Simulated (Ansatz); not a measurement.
Cost and result up the ladder for the cluster AuCl₂ (the lowest doublet isomer of a short search) (3 atoms). The state is a doublet with charge 0. Geometry: PBE0-D4/def2-TZVP.

Cartesian coordinates in Å:
```
Au 0.000 0.000 0.000
Cl 1.249 -1.209 1.351
Cl -1.249 1.209 -1.351
```

Ansatz on 4 threads of Arm Neoverse V1 on a shared host. Times are rough, and most runs start from the orbitals of an earlier one. ωB97X-V/def2-TZVP serves as the yardstick here, not as an exact answer. Differences are given only for rows in sets of like size (and for xTB, whose basis is part of the method), since another set adds its own error. Binding counts from free atoms at the same level (Au doublet, Cl doublet; other spins of the atoms weren't run), without zero-point energy or a counterpoise term.

In the def2 sets Au takes a core potential; there is no spin–orbit coupling. Correlated methods freeze 10 core orbitals; core or outer-core shells of Au are correlated, in sets that lack core-valence functions. In CCSD on the charge 0 doublet the largest single amplitude is 0.25, so its Hartree–Fock determinant may place the open shell otherwise than the density functionals do. HOMO above LUMO, or a gap near zero within one spin, warns that the state may not be the lowest or that an electron is smeared out. The structure comes from a short search, and lower isomers may exist.

Run but left out: PBE-D4/def2-SVP, PBE-D4/def2-TZVP, PBE-D4/def2-TZVPD, BLYP-D4/def2-TZVP (an occupied level 0.00 to 0.04 eV above an empty one).

Correlated methods converge slowly with the basis.

| level | functions | binding energy per atom (eV) | difference from ωB97X-V/def2-TZVP (eV) | remarks |
| --- | --- | --- | --- | --- |
| HF/def2-TZVP | 114 | 0.78 | -0.89 | – |
| ωB97X-V/def2-TZVP | 114 | 1.67 | 0.00 | – |
| MP2/def2-TZVP | 114 | 1.43 | -0.24 | – |
| revPBE-D4/def2-TZVP | 114 | 1.81 | 0.14 | gap within one spin near zero |
| CCSD(T)/def2-TZVPP | 140 | 1.59 | -0.08 | – |
| CCSD(T)/def2-TZVPD | 135 | 1.40 | -0.27 | – |
| r2SCAN-D4/def2-TZVPD | 135 | 1.91 | 0.24 | – |
| PBE0-D4/def2-TZVP | 114 | 1.74 | 0.07 | – |
| PBE0-D4/def2-TZVPD | 135 | 1.75 | 0.08 | – |
| r2SCAN-D4/def2-TZVP | 114 | 1.90 | 0.23 | – |
| B2PLYP/def2-TZVP | 114 | 1.64 | -0.03 | – |
| PBE0-D4/def2-SVP | 68 | 1.67 | – | – |

Problem. Estimate how long each takes.

Solution. HF/def2-TZVP 2.3 s; MP2/def2-TZVP 2.5 s; PBE0-D4/def2-SVP 5 s; revPBE-D4/def2-TZVP 5.5 s; B2PLYP/def2-TZVP 7.5 s; PBE0-D4/def2-TZVPD 12 s; r2SCAN-D4/def2-TZVP 16 s; PBE0-D4/def2-TZVP 21 s; r2SCAN-D4/def2-TZVPD 22 s; CCSD(T)/def2-TZVPD 28 s; CCSD(T)/def2-TZVPP 31 s; ωB97X-V/def2-TZVP 31 s. On shared hardware such times vary by a factor of up to 3.
